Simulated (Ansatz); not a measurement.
System: CdCl₂, charge 0, multiplicity 1. 
Geometry from a B3LYP-D3(BJ)/def2-TZVP (Ansatz, an electronic-structure program) optimisation:
```
Cd
Cl 1 2.2851
Cl 1 2.2851 2 180.00
```

Property: atomisation energy (electronic, to ground-state atoms), in eV. Cores are frozen in the correlated levels unless marked. Open shells are spin-unrestricted. No spin-orbit coupling. The frozen core is the preceding noble-gas configuration, with the filled d and f shells of earlier blocks. Past Kr the def2 sets carry scalar-relativistic core potentials. The coupled-cluster limit lacks core correlation, which all-electron functionals hold. CBS marks a two-point X^-3 extrapolation of the correlation energy; Hartree-Fock from the larger set. The bracket is a focal-point correction in the basis named.

```tsv
level	program	atomisation energy (eV)	minus last row	rough core time
HF/def2-SVPD	Ansatz	4.55	-1.30	-
PBE-D3(BJ)/def2-TZVPD	Ansatz + dftd3	5.82	-0.03	under 20 s
revPBE-D3(BJ)/def2-TZVPD	Ansatz + dftd3	5.55	-0.30	under 20 s
revPBE/def2-TZVPD	Ansatz	5.40	-0.45	under 20 s
r2SCAN/def2-TZVPD	Ansatz	5.96	0.11	under 20 s
PBE0-D3(BJ)/def2-TZVPD	Ansatz + dftd3	5.85	0.00	under 20 s
PBE0/def2-QZVPP	Ansatz	5.90	0.05	under 20 s
BHLYP-D4/def2-TZVPD	Ansatz + dftd4	5.46	-0.39	under 20 s
BHLYP/def2-TZVPD	Ansatz	5.34	-0.51	under 20 s
r2SCANh-D4/def2-TZVPD	Ansatz + dftd4	5.93	0.08	under 20 s
r2SCANh/def2-TZVPD	Ansatz	5.91	0.06	under 20 s
r2SCAN0/def2-TZVPD	Ansatz	5.85	0.00	under 20 s
HSE06-D3(BJ)/def2-TZVPD	Ansatz + dftd3	5.86	0.01	under 20 s
wB97X-V/def2-TZVPD	Ansatz	6.03	0.18	under 20 s
B2PLYP-D3(BJ)/def2-TZVPD	Ansatz + dftd3	5.67	-0.18	under 20 s
RPA@PBE/def2-TZVPP	Ansatz	4.77	-1.08	under 20 s
MP2/def2-SVPD	Ansatz	5.88	0.03	-
MP2/def2-TZVPPD	Ansatz	5.87	0.02	-
SCS-MP2/def2-TZVPP	Ansatz	5.52	-0.33	-
RI-MP2/CBS(def2-TZVPP,def2-QZVPP)+[CCSD(T)-MP2]/def2-SVP	Ansatz	5.90	0.05	under 20 s
RI-MP2/CBS(def2-TZVPPD,def2-QZVPPD)+[CCSD(T)-MP2]/def2-TZVPPD	Ansatz	5.85	0.00	30 s
```

Core times are rough, on shared machines, summed over the molecules involved; a dash marks a level read off another run, or run on other hardware, by another program or under a memory cap.
